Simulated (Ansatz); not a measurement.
# Worked example: CH3F + Sn(CH3)(NH2) → CH5N + Sn(CH3)F

Species: CH3F `CF`, singlet; Sn(CH3)(NH2), singlet; CH5N (methylamine) `CN`, singlet; Sn(CH3)F, singlet. The partners trade F for NH2: C–F and Sn–NH2 bonds give way to C–NH2 and Sn–F.

Shapes, held fixed at every level: PBE0-D4/def2-TZVP. Flexible molecules stand in one conformer, not always the lowest. Programs: Ansatz 0.2.0. The zero-point and thermal change to 298 K, harmonic and unscaled (PBE0-D4/def2-TZVP), is +2.3 kJ/mol.

At CCSD(T)/def2-TZVPP; 1 Eh = 2625.50 kJ/mol:

```
     species  energy (Eh)
        CH3F  -139.564071
Sn(CH3)(NH2)  -309.379432
        CH5N   -95.699696
    Sn(CH3)F  -353.267349
```

Problem. Work out ΔH(298 K) of the reaction at this level.

Solution. 
1. Products less reactants: (-95.699696) + (-353.267349) − [(-139.564071) + (-309.379432)] = -0.023542 Eh = -61.8 kJ/mol.
2. With the thermal change: -61.8 + (+2.3) = -59.5 kJ/mol.

Other levels give -67.3 (wB97M-V/def2-TZVPP) to -60.8 kJ/mol (SPW92/def2-TZVPP). No measured value is set beside it here. For atoms past krypton def2 sets carry core potentials with scalar relativity. Correlated rows may include outer-core shells of Sn, which these sets cover unevenly.
